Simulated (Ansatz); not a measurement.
Tl₆. The state is a singlet with charge 0. Geometry PBE-D4/def2-SVP; atoms count from 1.

```xyz
6

Tl    2.3420    0.0761    1.7578
Tl   -1.9414    1.0538    1.7439
Tl   -2.3437   -2.4509   -0.9991
Tl   -0.0826   -1.0074    0.4375
Tl   -0.3065    0.6842   -2.0195
Tl    2.3322    1.6443   -0.9207
```

In the def2 sets Tl takes a core potential; there is no spin–orbit coupling. The restricted singlet is unstable towards broken spin symmetry in Hartree–Fock (as tested in another run); at PBE0-D4/def2-TZVP this wasn't settled. Another isomer (singlet) lies 0.48 eV lower at PBE0-D4/def2-TZVP; other spin states weren't run for this one.

(1) Estimate the Mulliken populations from the PBE0/def2-TZVP orbitals of Ansatz.

(2) And the Mayer bond orders between bonded heavy atoms (over 0.3)?

Answers

(1) 
```json
{"atom": "Tl1", "charge (e)": "0.05"}
{"atom": "Tl2", "charge (e)": "0.18"}
{"atom": "Tl3", "charge (e)": "0.19"}
{"atom": "Tl4", "charge (e)": "-0.40"}
{"atom": "Tl5", "charge (e)": "-0.04"}
{"atom": "Tl6", "charge (e)": "0.03"}
```
Mulliken values and Mayer orders depend strongly on the basis.

(2) Tl1–Tl4 0.68 (2.97 Å); Tl1–Tl6 0.49 (3.10 Å); Tl2–Tl4 0.57 (3.07 Å); Tl3–Tl4 0.58 (3.04 Å); Tl4–Tl5 0.65 (2.99 Å); Tl5–Tl6 0.58 (3.02 Å). Values over 0.3 also appear between atoms too far apart for a bond (Tl1–Tl5 0.34 at 4.65 Å; Tl4–Tl6 0.46 at 3.84 Å); they arise where an orbital or an unpaired electron spreads over both atoms.
